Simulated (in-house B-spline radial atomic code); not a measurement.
Configurations of Cl IV (Cl3+), with energies counted from [Ne] 3s2 3p2. Level of theory: non-relativistic B3LYP, spin-polarised, spherical fractional occupations, exact exchange averaged over the configuration, point nucleus; calculated with a radial B-spline atomic code at the basis-set limit. Shells without spins written out take the highest spin.

Occupations are held fixed; configurations that lie above the ionisation limit could autoionise.

```csv
configuration,E - E(ref) (eV),highest orbital,its <r> (bohr)
[Ne] 3s2 3p1 3d1,19.522,3d up,1.776
[Ne] 3s1 3p2 3d1,28.793,3d up,1.733
[Ne] 3s1 3p2 4s1,36.782,4s up,3.132
[Ne] 3s1 3p2 4d1,46.463,4d up,4.119
[Ne] 3s1 3p2 4f1,49.289,4f up,4.119
```

Task: Order these further configurations by energy, lowest first.
A. [He] 2s2 2p5 3s2 3p2 4s1
B. [He] 2s2 2p5 3s2 3p3
C. [He] 2s2 2p5 3s2 3p2 3d1
D. [Ne] 3s2 3p1 4s1
E. [He] 2s2 2p5 3s2 3p2 4d1

Result: D (26.518 eV), B (199.71 eV), C (220.61 eV), A (230.22 eV), E (240.11 eV).
